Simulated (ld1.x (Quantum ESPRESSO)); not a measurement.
# An all-electron radial function and its pseudo partner (iron)

Columns: radius, all-electron u(r) and pseudo u(r) of the 4p shell (level -1.53 eV) of iron in the configuration [Ar] 3d6 4s1.75 4p0.25; PBEsol, scalar-relativistic, TM semilocal scheme, ld1.x (Quantum ESPRESSO) 7.5.

| r (bohr) | all-electron | pseudo |
| --- | --- | --- |
| 0.163 | 0.1012 | 0.0031 |
| 0.326 | -0.0348 | 0.0125 |
| 0.489 | -0.1533 | 0.0279 |
| 0.652 | -0.1783 | 0.0491 |
| 0.815 | -0.1368 | 0.0758 |
| 0.978 | -0.0631 | 0.1073 |
| 1.141 | 0.0207 | 0.1432 |
| 1.304 | 0.1029 | 0.1825 |
| 1.467 | 0.1782 | 0.2242 |
| 1.630 | 0.2446 | 0.2670 |
| 1.793 | 0.3017 | 0.3094 |
| 1.956 | 0.3499 | 0.3498 |
| 2.119 | 0.3899 | 0.3868 |
| 2.282 | 0.4224 | 0.4191 |
| 2.445 | 0.4481 | 0.4458 |
| 2.608 | 0.4678 | 0.4666 |
| 2.771 | 0.4821 | 0.4817 |
| 2.934 | 0.4916 | 0.4915 |
| 3.097 | 0.4970 | 0.4970 |
| 3.260 | 0.4988 | 0.4988 |
| 3.423 | 0.4974 | 0.4974 |
| 3.586 | 0.4933 | 0.4933 |
| 3.749 | 0.4870 | 0.4870 |
| 3.912 | 0.4788 | 0.4788 |
| 4.075 | 0.4691 | 0.4691 |
| 4.238 | 0.4581 | 0.4581 |

How many radial nodes do the two functions have?

The all-electron 4p function has n − l − 1 = 2; the pseudo-wave has 0, since the states of the same l below it are removed with the core.

At about which radius was the pseudo-wave matched?

3.26 bohr. The columns agree to 0.0005 from 2.77 bohr on; several derivatives are matched, so the curves merge somewhat inside the radius.

Is the pseudo-wave norm-conserving?

Yes: the TM semilocal scheme keeps the norm inside the radius equal to the all-electron one, which fixes the energy derivative of the logarithmic derivative at the level.
